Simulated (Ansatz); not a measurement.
C$_{2}$HAlCl$_{2}$ (`C#[C][Al]([Cl])[Cl]`), relaxed with RKS PBE-D4/def2-SVP in the Gaussian-basis code of Ansatz from a rough embedded geometry. The force threshold is 0.03 eV/Å; the program also tests the step.

Total charge 0; spin multiplicity 1.

Start:

```xyz
6

C    -0.206    0.157   -1.985
C    -0.068    0.064   -0.743
Al    0.096   -0.125    1.211
Cl    0.367   -2.073    2.031
Cl    0.049    1.679    2.476
H    -0.238    0.298   -2.990
```

(1) How much energy does the relaxation release, and in how many steps? (Best estimate.)

(2) Which bonds change most? (An estimate is asked.)

(3) Give the relaxed structure. (An estimate is asked.)

## Answers

(1) The calculation gave: 0.29 eV, in 6 steps, 1 of them rejected.

(2) Ansatz gave: Al3–Cl5 from 2.204 to 2.099 Å; C2–Al3 from 1.970 to 1.892 Å; C1–H6 from 1.015 to 1.084 Å; Al3–Cl4 from 2.132 to 2.098 Å.

(3) Ansatz gave: 
```xyz
6

C    -0.171    0.182   -1.927
C    -0.063    0.071   -0.706
Al    0.104   -0.108    1.170
Cl    0.352   -2.001    2.041
Cl    0.045    1.574    2.424
H    -0.267    0.281   -3.002
```
